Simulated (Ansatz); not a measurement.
1-fluorocyclopenta-1,3-diene (C₅H₅F), SMILES FC1=CC=CC1.

Geometry: B3LYP-D3(BJ)/def2-SVP. One conformer was computed; it need not be the lowest.

Two levels are set side by side: PBE/def2-SVPD (Ansatz, a quantum-chemistry and plane-wave program) and PBE0/def2-SVPD (Ansatz). Energy differences of separate SCF runs at the same geometry; the states with an electron removed or added have multiplicity 2 and 2. Differences are taken from unrounded values.

```tsv
quantity	PBE0	PBE	PBE minus PBE0
vertical ionisation energy (eV)	8.46	8.41	-0.05
vertical singlet–triplet gap (eV)	3.03	3.05	0.02
```

Here PBE gives about what the other level gives.
